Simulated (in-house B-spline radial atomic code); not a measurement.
Settings and results of a run for the selenium ion Se⁸⁺. Computed with an all-electron radial atomic-structure program (B-spline basis): Dirac-Kohn-Sham HSE06, spherical fractional occupations, exact exchange averaged over the configuration, Fermi nucleus of rms radius 4.14 fm.

Command:
```bash
python run_scf.py task.json out
```
Settings (nuclear radius in fm, mass in u):
```
Z                34
configuration    [Ar] 3d8
hamiltonian      dirac
method           hse06
spin_polarised   False
nucleus          fermi
rms_radius       4.14
atomic_mass      79.91652
speed_of_light   137.035999084
exact_exchange   averaged over the configuration
```

Output (hartree, bohr):
```
 radial grid: 64 intervals, B-splines of order 8, outer radius 7.931 bohr

 iter        energy (Eh)    residual
    1       -2378.682611    1.42e+00
    2       -2398.865591    8.94e-01
    3       -2407.399439    2.23e-01
    4       -2408.065777    4.87e-02
    5       -2408.086678    2.97e-02
    6       -2408.099635    1.28e-03
    7       -2408.099649    2.84e-05
    8       -2408.099649    1.05e-06
    9       -2408.099649    1.73e-08

 total energy                     -2408.09965
 kinetic                            2466.4250
 electron-nucleus                  -5660.1562
 Hartree                             868.3086
 exact exchange                      -19.7387
 exchange-correlation                -62.9383

 first-order corrections (not in the total)
   Gaunt                             1.2898
   retardation                      -0.1221
   frequency dependence             -0.0052
   self-energy                       0.8665
   Uehling                          -0.0860
   Wichmann-Kroll                    0.0009
   recoil                            0.0122

 orbital      occ     eigenvalue          <r>       <r^2>       <1/r>       r_max    small
 1s1/2      2.000      -467.7216    0.0440738  0.00261548     34.5655      0.0288  1.52e-02
 2s1/2      2.000       -65.9397     0.195363   0.0450633     7.69765      0.1644  2.99e-03
 2p1/2      2.000       -59.7186      0.16839   0.0348031     7.65183      0.1296  2.97e-03
 2p3/2      4.000       -58.1793     0.172158    0.036249     7.41652      0.1327  2.91e-03
 3s1/2      2.000       -13.8424     0.560379    0.360038     2.55886      0.4972  7.41e-04
 3p1/2      2.000       -11.6782     0.563471    0.369963     2.45016      0.4884  6.94e-04
 3p3/2      4.000       -11.4449     0.572501    0.381656     2.39629      0.4964  6.78e-04
 3d3/2      3.200        -7.7572     0.570498    0.393648     2.18016      0.4371  5.77e-04
 3d5/2      4.800        -7.7189     0.573527    0.397647     2.16665      0.4395  5.73e-04
```

Cost of the run: 3.6 s on 1 thread of Arm Neoverse N1 (shared host).

For the Dirac Hamiltonian the kinetic term is c α·p + (β - 1)c².
